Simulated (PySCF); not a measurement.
## Does the structure fit the spectrum?

A compound C$_{4}$H$_{12}$O$_{3}$Si gives the data below (simulated from a calculation) and was assigned the structure `CO[Si](C)(OC)OC`.

$^{13}$C{$^{1}$H} NMR (computed): δ 71.1 (CH2), 65.6 (CH3), 52.6 (CH3, 2C).

$^{1}$H NMR (500 MHz, computed): δ 4.94 (t, 1H), 3.93 (s, 6H), 3.42 (s, 3H), 3.12 (d, 2H).

[PySCF: geometry: GFN2-xTB; σ from GIAO-PBE0/pcSseg-1; a single conformation; averaged over atoms made equivalent by symmetry, fast rotation or ring inversion; no solvent; relativity neglected]

Chemical shifts δ = σref − σ; $^{1}$H (σ = 31.72 ppm) and $^{13}$C (σ = 186.93 ppm) vs TMS, all at this level.

**Question.** Compare with the shifts computed for the proposed structure, pairing carbons in order of shift.

**Answer.** Atoms are numbered as in `[CH3:1][O:2][Si:3]([CH3:4])([O:5][CH3:6])[O:7][CH3:8]` (H(Xn): hydrogen on atom n).

```
atom  computed for proposal  given list  difference
  C1                   52.2        71.1       -18.9
  C6                   52.2        65.6       -13.4
  C8                   52.2        52.6        -0.4
  C4                   -8.4        52.6       -61.0
```

The rms difference is 32.6 ppm and the largest -61.0 ppm at C4 (methyl carbon bonded to Si). The proposal also would give 2 carbon signals, not 3. The carbon types in order of shift don't match either: CH3, CH3, CH3, CH3 for the proposal against CH2, CH3, CH3, CH3 in the data. The proposal doesn't fit.

**Question.** Which isomer fits?

**Answer.** SMILES COC[SiH](OC)OC.

1. Carbon types of the structure: 1 × CH2, 3 × CH3, leaving 1 H on heteroatoms.
2. δC 71.1: sp3 CH2 bonded to O and Si; pulled downfield by the heteroatom.
3. δC 65.6, 52.6: methyl carbon bonded to O; pulled downfield by the heteroatom.
4. δH 3.93, 3.42: hydrogen on a methyl carbon bonded to O; its carbon carries O, an electronegative neighbour.
5. δH 3.12: hydrogen on an sp3 CH2 bonded to O and Si; its carbon carries O, hence the downfield position.

This is the structure that produced the data.

Shifts are as computed. Against solution values, carbons near 30 ppm lie about +3 ppm off and those near 130 ppm about +5 ppm. Of 1211 compounds with measured shifts, 218 miss one by over three times the rms of a fit or turn the order of signals round; such compounds aren't used in these exercises. No couplings were computed; multiplicities are counted from neighbouring protons, with m where these are inequivalent, close in shift, in a saturated or five-membered ring or joined by F or P, and br s for small geminal =CH2 splittings.
